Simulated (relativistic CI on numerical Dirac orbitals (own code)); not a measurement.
Ta⁶⁺: calculation against measurement

Method of calculation: Dirac-Coulomb-Breit CI, separate exchange-only KLI orbitals for each configuration, model QED (radiative potential, 1s self-energy scaled to tabulated hydrogen-like ionisation energies), unscaled Slater integrals (own radial code, finite nucleus).

Configuration list (outside the closed core [Kr] 4d10): 4f¹³5s²5p⁶, 4f¹⁴5s²5p⁵, 4f¹³5s²5p⁵5d, 4f¹²5s²5p⁶5d, 4f¹³5s²5p⁵5f, 4f¹⁴5s5p⁶, 4f¹³5s5p⁶5d, 4f¹²5s²5p⁶6s, 4f¹³5s²5p⁵6s, 4f¹³5s²5p⁵5g, 4f¹²5s²5p⁶6p, 4f¹³5s²5p⁵6p. Double excitations out of closed p, d and f shells are left out; levels of such configurations are missing from the list, as are those of other unlisted configurations, and high levels can miss mixing partners.

| Configuration | Term (tabulated) | J | Measured (cm⁻¹) | Computed | Error | Purity (%) |
| --- | --- | --- | --- | --- | --- | --- |
| 4f¹³5s²5p⁶ | 2F° | 7/2 | 0.0 | 0 | 0 | 100 |
| 4f¹³5s²5p⁶ | 2F° | 5/2 | 15379.5 | 15281 | -98 | 100 |
| 4f¹⁴5s²5p⁵ | 2P° | 3/2 | 57512.8 | 68480 | 10968 | 100 |
| 4f¹⁴5s²5p⁵ | 2P° | 1/2 | 134169.4 | 145250 | 11081 | 99 |
| 4f¹²5s²5p⁶5d | 2F | 7/2 | 316576.0 | 300340 | -16236 | 73 |

Measured levels from measured levels as listed in Bokamba Motoumba et al., J. Quant. Spectrosc. Radiat. Transfer 316, 108921 (2024); pairs were made by configuration, J and term (by order where the table uses no LS term), so strongly mixed levels may be paired wrongly.

Mean error by configuration (cm⁻¹): 4f¹³5s²5p⁶ -98; 4f¹⁴5s²5p⁵ 11024; 4f¹²5s²5p⁶5d -16236. Over the excited levels the mean absolute error is 9596 cm⁻¹ (4 of the 34 excited levels that our extract of the source holds in range could be paired, and the others can miss by more), and the median relative error of those above 1,000 cm⁻¹ is 6.7 %.
